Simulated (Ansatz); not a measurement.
Two isomers of C5H6F2: A = `FC1=CCCC1F`, B = `F[C@H]1C=CC[C@@H]1F`.

Computed with Ansatz on PBE0-D4/def2-TZVP structures; ΔE is electronic, products minus reactants. CCSD(T)/CBS is the MP2 limit (def2-TZVPP, def2-QZVPP) plus CCSD(T) − MP2 in def2-TZVPP, frozen cores. DFT in def2-TZVPP.

**Question.** Which isomer does CCSD(T)/CBS put lower? Give the gap. (Estimate.)

**Answer.** The calculation gave: B, by 3.9 kJ/mol.

**Question.** Give E(B) − E(A) in kJ/mol with r2SCAN-D4, HF/def2-TZVPP, MP2/def2-TZVPP, PBE0-D4, CCSD(T)/def2-TZVPP, B2PLYP, BLYP-D4. (An estimate is asked.)

**Answer.** Computed: r2SCAN-D4 2.1, HF/def2-TZVPP -8.1, MP2/def2-TZVPP -0.7, PBE0-D4 2.9, CCSD(T)/def2-TZVPP -2.4, B2PLYP -1.7, BLYP-D4 0.2. The order is the other way round with r2SCAN-D4, PBE0-D4.

**Question.** Does the order hold for the free energy at 298.15 K (harmonic terms from PBE0-D4)? (An estimate is asked.)

**Answer.** Ansatz gave: Yes: G(B) − G(A) = -5.1 kJ/mol. Modes under 60 cm⁻¹, often nearly free rotors, make the harmonic entropy too high.

Largest T1 diagnostic: 0.011.

From BLYP to BHLYP (50 % exact exchange), in def2-TZVPP and without D4, E(B) − E(A) moves by −4.3 kJ/mol. Leaving LDA and LC-ωPBE aside and taking each functional with its dispersion term where it has one, the values, not all of them listed here, spread over 8.9 kJ/mol, from BHLYP-D4 to PBE-D4.
